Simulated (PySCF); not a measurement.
Radial density of Ni²⁺ (nickel, charge +2)

UHF, [Ar] 3d8, high-spin 3F determinant. All numbers are calculated (PySCF 2.14, no relativity, point nucleus, in aug-cc-pVDZ (7s6p4d2f, 59 functions)).

| r (bohr) | 4πr²ρ (e/bohr) | 4πr²(ρα − ρβ) |
| --- | --- | --- |
| 0.000960 | 0.1637 | 0.0000 |
| 0.00161 | 0.4465 | 0.0000 |
| 0.00271 | 1.188 | 0.0000 |
| 0.00457 | 3.030 | 0.0000 |
| 0.00768 | 7.203 | 0.0001 |
| 0.0129 | 15.22 | 0.0002 |
| 0.0217 | 26.45 | 0.0005 |
| 0.0365 | 33.66 | 0.0012 |
| 0.0615 | 29.19 | 0.0049 |
| 0.103 | 28.57 | 0.0300 |
| 0.174 | 38.28 | 0.1839 |
| 0.293 | 22.64 | 0.8421 |
| 0.492 | 18.02 | 1.9886 |
| 0.828 | 17.04 | 1.8520 |
| 1.39 | 4.260 | 0.6352 |
| 2.34 | 0.4014 | 0.0685 |
| 3.94 | 0.003580 | -0.0002 |
| 6.63 | 3.726e-05 | 0.0000 |
